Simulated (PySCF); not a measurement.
# A thermochemical cycle for HgC

PBE in PySCF with def2-SVP on every atom (core potentials on Hg), for the lowest determinant that a PBE0 search found; no spin–orbit coupling. HgC, a triplet (π ↑↑), has De = 0.95 eV to neutral atoms, and HgC⁺, a doublet (π ↑), has De = 2.44 eV to Hg⁺ + C.

The adiabatic ionisation energy of HgC, between the minima, is 8.96 eV.

**Question.** Which ionisation energy of the Hg atom does this level give?

**Answer.** IE(Hg) = IE(molecule) + De(ion) − De(neutral) = 8.96 + 2.44 − 0.95 = 10.45 eV; the measured value is 10.438 eV (NIST ASD).

These are scalar-relativistic numbers at best; spin–orbit coupling would shift them, the dissociation energy most. For an ion De counts to the pair picked by the measured ionisation energies or electron affinities, which need not be the lowest pair at this level. States were picked by a PBE0 search and need not be the measured ground states.
